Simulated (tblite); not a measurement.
C₅H₉BBrCl.
Atom-mapped SMILES: `[Cl:1][B:2]1[CH2:3][CH2:4][CH2:5][C@@H:6]([Br:7])[CH2:8]1` (hydrogens: H9, H10 on C3; H11, H12 on C4; H13, H14 on C5; H15 on C6; H16, H17 on C8)

Computed with GFN2-xTB (tblite), gas phase: L-BFGS steps from a force-field or distance-geometry start until the largest atomic force falls under 0.01 eV/Å.

Step 52: E = -685.9388 eV
```
atom  x, y, z in Å  |  force x, y, z in eV/Å
Cl1     0.9001   -3.1423   -0.3208    0.022   0.025   0.024
B2      0.4379   -1.5388    0.0155    0.016  -0.018  -0.059
C3     -1.0432   -1.1606    0.4177    0.036  -0.016   0.014
C4     -1.4615    0.1933   -0.1737   -0.031  -0.041  -0.001
C5     -0.4466    1.2847    0.1599    0.037  -0.066  -0.034
C6      0.8896    0.9560   -0.4850    0.065  -0.022  -0.034
Br7     2.1555    2.4429   -0.1377    0.009   0.034  -0.004
C8      1.4991   -0.3548   -0.0035    0.001  -0.018   0.020
H9     -1.7848   -1.9185    0.1633    0.007  -0.003  -0.040
H10    -1.0627   -1.0739    1.5089   -0.080   0.015   0.040
H11    -1.5413    0.1010   -1.2586   -0.007  -0.005  -0.029
H12    -2.4453    0.4705    0.2026   -0.035   0.082   0.059
H13    -0.3235    1.3629    1.2432   -0.017   0.014  -0.030
H14    -0.8022    2.2467   -0.2194    0.005  -0.026   0.064
H15     0.7897    0.9395   -1.5717   -0.026   0.027  -0.039
H16     2.3998   -0.5771   -0.5817   -0.034   0.007   0.006
H17     1.8324   -0.2196    1.0312    0.031   0.011   0.043
```

Step 53: E = -685.9405 eV
```
atom  x, y, z in Å  |  force x, y, z in eV/Å
Cl1     0.9049   -3.1477   -0.2841    0.025   0.041   0.024
B2      0.4401   -1.5378    0.0223   -0.029  -0.037  -0.050
C3     -1.0447   -1.1607    0.4155    0.008  -0.008   0.005
C4     -1.4620    0.1953   -0.1742   -0.037  -0.064  -0.006
C5     -0.4457    1.2853    0.1616    0.002  -0.092  -0.037
C6      0.8904    0.9588   -0.4859    0.047  -0.004  -0.031
Br7     2.1558    2.4427   -0.1287    0.020   0.045  -0.001
C8      1.4999   -0.3550   -0.0133    0.019  -0.012   0.037
H9     -1.7831   -1.9189    0.1498    0.023   0.008  -0.033
H10    -1.0769   -1.0818    1.5079   -0.064   0.021   0.009
H11    -1.5418    0.1042   -1.2601   -0.004  -0.003   0.001
H12    -2.4464    0.4743    0.2025   -0.001   0.065   0.046
H13    -0.3253    1.3571    1.2458    0.004   0.023  -0.039
H14    -0.8072    2.2476   -0.2122    0.040  -0.028   0.062
H15     0.7931    0.9504   -1.5728   -0.047   0.024  -0.041
H16     2.3937   -0.5821   -0.6002   -0.033   0.018  -0.008
H17     1.8483   -0.2198    1.0163    0.026   0.003   0.061
```

Question: Estimate the geometry and energy of step 54. (The exact step hangs on the optimiser's Hessian estimate; all steps are aligned on step 53, rigid shifts and turns removed.)

Answer: E = -685.9423 eV, largest force 0.089 eV/Å
```
atom  x, y, z in Å  |  force x, y, z in eV/Å
Cl1     0.9088   -3.1488   -0.2513    0.040   0.005   0.013
B2      0.4418   -1.5363    0.0281   -0.067  -0.020  -0.016
C3     -1.0460   -1.1611    0.4140   -0.037   0.003  -0.003
C4     -1.4632    0.1960   -0.1746   -0.029  -0.059  -0.005
C5     -0.4444    1.2837    0.1622   -0.026  -0.081  -0.027
C6      0.8921    0.9603   -0.4879    0.010   0.020  -0.024
Br7     2.1561    2.4428   -0.1213    0.025   0.049  -0.001
C8      1.5010   -0.3555   -0.0207    0.024   0.012   0.037
H9     -1.7803   -1.9194    0.1354    0.030   0.008  -0.022
H10    -1.0927   -1.0893    1.5072   -0.041   0.021  -0.026
H11    -1.5428    0.1065   -1.2613   -0.012  -0.004   0.027
H12    -2.4467    0.4797    0.2046    0.033   0.036   0.022
H13    -0.3263    1.3513    1.2470    0.030   0.017  -0.037
H14    -0.8110    2.2473   -0.2037    0.069  -0.029   0.041
H15     0.7961    0.9595   -1.5750   -0.057   0.016  -0.033
H16     2.3873   -0.5866   -0.6159   -0.011   0.017  -0.026
H17     1.8632   -0.2181    1.0034    0.019  -0.010   0.079
```

The energy changes by -0.0018 eV. The first-order estimate −F·Δx gives -0.0025 eV and the mean of the old and new forces, exact on a quadratic surface, -0.0018 eV. The step makes an angle of 79° with the force vector and moves no atom by more than 0.033 Å.

The cost below is that of the whole relaxation. The run took 1.2 s wall on Arm Neoverse N1, one thread, on a shared host.
